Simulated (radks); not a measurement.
Spherical jellium clusters: N electrons in a uniform positive sphere of charge N and radius rs N^(1/3), rs = 3.81 bohr. Method: non-relativistic Kohn-Sham, LDA (Slater exchange, Perdew-Wang correlation), spin-polarised, spherical densities; computed with a radial shooting solver with Libxc functionals. Levels are named by radial order and angular momentum (1s, 1p, 1d, 2s, ...), and open shells are averaged over m.

N = 21, configuration 1s2 1p6 1d10 2s2 1f(up 1, down 0). This is the lowest configuration that the search found. Occupied and some empty levels:

level,occupation,eigenvalue (eV),<r> (bohr)
1s up,1,-5.3701,6.705
1s down,1,-5.3260,6.643
1p up,3,-4.5884,7.792
1p down,3,-4.5290,7.763
1d up,5,-3.5632,8.610
1d down,5,-3.4957,8.601
2s up,1,-2.9402,7.137
2s down,1,-2.9068,7.168
1f up,1,-2.3573,9.374
1f down,0,-2.2874,9.384
2p up,0,-1.6594,9.027
2p down,0,-1.6250,9.055
1g up,0,-1.0345,10.25
1g down,0,-0.96777,10.29
2d up,0,-0.56820,11.82
2d down,0,-0.53811,11.91

Energy (eV): total -38.9212, kinetic 39.098, external -1349.8, Hartree 666.10, exchange-correlation -79.314, background 684.98.
